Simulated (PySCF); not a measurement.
PySCF job for AlClH₄O₃Si, SMILES [O]([SiH2]Cl)[Al]([OH])[OH], PBE/pcSseg-1. The structure is a stationary point at B3LYP-D3(BJ)/def2-SVP. The structure was generated by enumeration; whether it is a known compound was not checked. The values are those of a single conformer.

```python
import numpy as np
from pyscf import gto, scf, dft
from pyscf.prop.nmr import rks as nmr

mol = gto.M(
    atom='''
    Si    1.65353915    0.19315615   -0.64857668
    Cl    1.94126476   -0.07511370    1.40351062
    O     0.04708496    0.34885793   -0.91999346
    Al   -1.50390898   -0.04448119   -0.32499354
    O    -1.87571329   -1.67773090   -0.08792383
    O    -2.66325308    1.15439540   -0.02723303
    H     2.21714696   -0.99374791   -1.33734970
    H     2.36552867    1.43400789   -1.04084663
    H    -2.71985160   -1.99214936    0.24749041
    H    -2.52800504    2.09871209   -0.14278243
    ''',
    basis='pcSseg-1',
    charge=0,
    spin=0,
    max_memory=1600,
    verbose=3,
)
mf = dft.RKS(mol, xc='pbe')
mf.grids.level = 3
mf.conv_tol = 1e-10
mf.max_cycle = 100
mf.kernel()
n = nmr.NMR(mf)
n.verbose = 2
n.max_cycle_cphf = 60
sigma = n.kernel()
print('atom   isotropic/ppm   span/ppm')
for i, s in enumerate(sigma):
    w = np.linalg.eigvalsh((s + s.T) / 2)
    print(f'{mol.atom_symbol(i):2s}{i + 1:3d} {w.mean():14.3f} {w[2] - w[0]:11.3f}')
```

It prints:

```
converged SCF energy = -1219.70048554503
atom   isotropic/ppm   span/ppm
Si  1        350.792      66.865
Cl  2        848.115     394.879
O   3        257.309     108.691
Al  4        464.227     121.412
O   5        322.862      59.989
O   6        315.388      65.871
H   7         25.446       9.424
H   8         25.565       9.781
H   9         29.849      22.415
H  10         29.697      21.620
```

Self-consistency was reached.

Cost: around 26 core-seconds (rough).
